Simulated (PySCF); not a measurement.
# A single-point calculation

Eu2O(OH)2 (singlet in the valence; each metal's 4f electrons, 7 of them, lie in its core potential, out of spins and levels). PySCF 2.14.0, RKS TPSS, Eu lcecp-0-SVP with ECP53, O def2-SVP, H def2-SVP; non-relativistic Hamiltonian with scalar-relativistic core potentials where named; density fitting; no spin-orbit coupling. Purpose: finer grid at the relaxed geometry.

```python
mol = gto.M(atom='''
Eu    -1.27527     0.00000     2.16722
Eu    -1.27527    -0.00000    -2.16722
O     -1.56489    -0.00000    -0.00000
O      0.71545     0.00000     3.08824
H      1.68532     0.00000     3.10308
O      0.71545    -0.00000    -3.08824
H      1.68532    -0.00000    -3.10308''',
    basis={'Eu': 'lcecp-0-SVP', 'O': 'def2-SVP', 'H': 'def2-SVP'},
    ecp={'Eu': 'lcecp-0-SVP'},
    charge=0, spin=0)
mf = dft.RKS(mol, xc='TPSS')
mf.grids.atom_grid = (75, 302)  # f atoms: unpruned, at least (60, 302)
mf = mf.density_fit()  # fitting sets: Eu AutoAux, O def2-universal-JKFIT, H def2-universal-JKFIT
mf.conv_tol = 1e-09; mf.max_cycle = 55
mf.kernel(dm0)  # dm0: converged density of the relaxed state
mf.nuc_grad_method().kernel()
```

Run from Python with OMP_NUM_THREADS=2; the lines above give its settings. Where DIIS fails, smearing, a level shift and second-order steps follow.
It took 32 s on 2 threads of Arm Neoverse V2, on a shared host, with gradient, populations and further properties, from an already converged density.

The 4f levels lie in the core potential and are missing.

**Question.** What are the Mulliken charges and spins?

**Answer.** 
```tsv
atom	charge (e)	spin (e)
Eu1	0.737	0.000
Eu2	0.737	0.000
O3	-0.698	0.000
O4	-0.546	0.000
H5	0.158	0.000
O6	-0.546	0.000
H7	0.158	0.000
```
The spin of the 4f electrons in the core isn't counted.

**Question.** What forces act on the atoms (eV/Å)?

**Answer.** 
```
Eu   0.00  0.00  0.01
Eu   0.00  0.00 -0.01
O    0.00  0.00  0.00
O   -0.01  0.00 -0.01
H    0.01  0.00  0.01
O   -0.01  0.00  0.01
H    0.01  0.00 -0.01
```
Forces carry noise of the integration grid, about 0.01 to 0.03 eV/Å.

An lcecp potential fixes the number of 4f electrons, so in runs with it no electron can move into or out of that shell.
